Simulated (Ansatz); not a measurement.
Reactions of `OBOCO`.

Gas-phase electronic energies from Ansatz, PBE0-D4/def2-TZVP geometries. CBS: MP2 limit from def2 TZ/QZ plus the TZ coupled-cluster correction, frozen cores. This one scheme is used for every species. Functionals use def2-TZVPP. def2 core potentials past Kr. For Sn, Te outer-core shells are correlated without core-valence functions, which leaves a few kJ/mol of doubt a bond. Each species was taken in one conformer, which may not be the lowest.

```tsv
reaction	ωB97X-V (kJ/mol)	PBE0-D4 (kJ/mol)	CCSD(T)/CBS(def2) (kJ/mol)
`OBOCO` + HCl → `OBCl` + `OCO`	31	27	31
`OBOCO` + H–F → `OBF` + `OCO`	-27	-24	-21
`OBOCO` + `[NH2][AlH2]` → `OB[NH][AlH2]` + `OCO`	27	23	25
`OBOCO` + `C[SiH]1SS1` → `OB[SiH]1SS1` + `COCO`	230	227	234
`OBOCO` + H₂Te → `OB[TeH]` + `OCO`	84	75	77
`OBOCO` + propane → `CC(C)BO` + `OCO`	135	132	133
`OBOCO` + CH₃OH → `COCO` + `OBO`	-24	-23	-23
`OBOCO` + `[OH][SnH3]` → `OC[O][SnH3]` + `OBO`	-1	-2	-3
```

Largest T1 diagnostic: 0.015, for `OB[SiH]1SS1`.
